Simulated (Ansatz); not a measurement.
System (SMILES): [B]=N (B-NH), doublet.
Atoms: B1, N2, H3. Bonds: B1-N2, N2-H3.

Basis-set convergence of the lowest harmonic wavenumber at B3LYP with Ansatz (an electronic-structure program). Each level at its own minimum, finite differences of forces, unscaled; the reference is a large set that could be run, not a limit. All functions are spherical. The program fits the integrals of some runs and decomposes those of others, by size. Open shells are unrestricted. No added dispersion term, no relativity. Reference: the value in def2-QZVPPD, 456 cm⁻¹, itself unsure by roughly 2 cm⁻¹ (its mean distance from pcseg-3, def2-QZVPP, cc-pVQZ). Deviations are taken from unrounded values.

```csv
basis,functions
cc-pVDZ,33
def2-SVPD,48
aug-cc-pVDZ,55
cc-pVTZ,74
def2-TZVPD,83
def2-TZVPPD,91
jun-cc-pV(T+d)Z,92
aug-cc-pVTZ,115
cc-pVQZ,140
def2-QZVPPD,159
```

Which is the smallest set listed that can be trusted to 20 cm⁻¹ here, that is, within that of the reference together with its larger relatives (same family, alike in diffuse functions; a set with none to test it counts only in the reference's own line)?

The smallest set listed that lies within 20 cm⁻¹ of the reference with all its larger relatives (same family, alike in diffuse functions; a set with none counts only in the reference's own line) is aug-cc-pVDZ (55 functions, -5 cm⁻¹ off). Value minus reference: cc-pVDZ -34, def2-SVPD 63, aug-cc-pVDZ -5, cc-pVTZ 0, def2-TZVPD 3, def2-TZVPPD -1, jun-cc-pV(T+d)Z -6, aug-cc-pVTZ -5, cc-pVQZ 2, def2-QZVPPD 0 cm⁻¹.
